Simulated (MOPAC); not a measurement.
Spectroscopic constants of Se₂, multiplicity 3 (the spin of the measured ground state). No spin–orbit coupling. Se is treated without relativity.

The constants come from a fifth-degree fit in 1/R (seven points, main isotopes). In def2 and cc sets the state is the lowest found near the PBE0 minimum, followed along R.

The state that PM7 reach isn't checked; PM7 holds dispersion and hydrogen-bond terms.

The values were computed with MOPAC for PM7 (differences of heats of formation). Each number belongs to the level named beside it.

Energies at PM7:

| R (Å) | E (hartree) |
|---|---|
| 2.011795 | 0.07344482 |
| 2.065875 | 0.06931946 |
| 2.115630 | 0.06720598 |
| 2.171873 | 0.06652529 |
| 2.228117 | 0.06742724 |
| 2.293014 | 0.07014782 |
| 2.368726 | 0.07520737 |

### Question
With a reduced mass of 39.9583 u, find the minimum, the force constant and the constants.

### Answer
A fifth-degree polynomial in 1/R puts the minimum at r_e = 2.1666 Å with force constant 221 N/m. Then ω_e = (1/2πc)√(k/μ) = 306 cm⁻¹ and B_e = h/(8π²cμr_e²) = 0.08987 cm⁻¹; the cubic and quartic terms give α_e = 0.00014 and ω_e x_e = 0.37 cm⁻¹.
